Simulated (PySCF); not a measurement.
## Excitation energies in several basis sets

Compound: carbon diselenide, CSe2.
SMILES: `[Se]=C=[Se]`

TDDFT with PBE0 (PySCF), vertical singlets, core orbitals frozen in the response, spherical d and f functions. Geometry: PBE0-D3(BJ)/def2-SVP; no solvent, vibrations or thermal averaging. Relativistic effects, spin–orbit coupling among them, are left out although an element past zinc is present.

| basis | functions | diffuse | S1 (eV) | S2 (eV) | S3 (eV) | S4 (eV) | S5 (eV) | LUMO (eV) | α (au) |
| --- | --- | --- | --- | --- | --- | --- | --- | --- | --- |
| 6-31G* | 78 | no | 3.39 | 3.68 | 3.68 | 5.93 | 6.08 | -2.14 | 57.0 |
| def2-SVP | 78 | no | 3.33 | 3.63 | 3.63 | 5.92 | 6.26 | -2.15 | 56.3 |
| aug-cc-pVDZ | 95 | yes | 3.33 | 3.60 | 3.60 | 5.79 | 5.88 | -2.29 | 71.0 |
| def2-SVPD | 102 | yes | 3.27 | 3.55 | 3.55 | 5.80 | 5.87 | -2.36 | 72.1 |
| def2-TZVP | 127 | no | 3.31 | 3.57 | 3.57 | 5.86 | 5.95 | -2.26 | 66.4 |
| def2-TZVPD | 151 | yes | 3.30 | 3.55 | 3.55 | 5.75 | 5.85 | -2.30 | 72.6 |
| aug-cc-pVTZ | 164 | yes | 3.30 | 3.55 | 3.55 | 5.75 | 5.85 | -2.30 | 72.5 |

How much do these states and the polarisability depend on the basis?

States are compared by their number. Against the largest diffuse basis here (aug-cc-pVTZ, itself not a converged limit), sets without diffuse functions differ by up to 0.09 eV in S1 and 0.41 eV in S5; the smaller diffuse sets differ by up to 0.03 and 0.03 eV. State by state, the largest deviation of a set without diffuse functions is S1 0.09, S2 0.13, S3 0.13, S4 0.18, S5 0.41 eV. The same number needn't mean the same state in each row. Against aug-cc-pVTZ the polarisability deviates by -21% in 6-31G*, -22% in def2-SVP, -2% in aug-cc-pVDZ, 0% in def2-SVPD, -8% in def2-TZVP, 0% in def2-TZVPD.
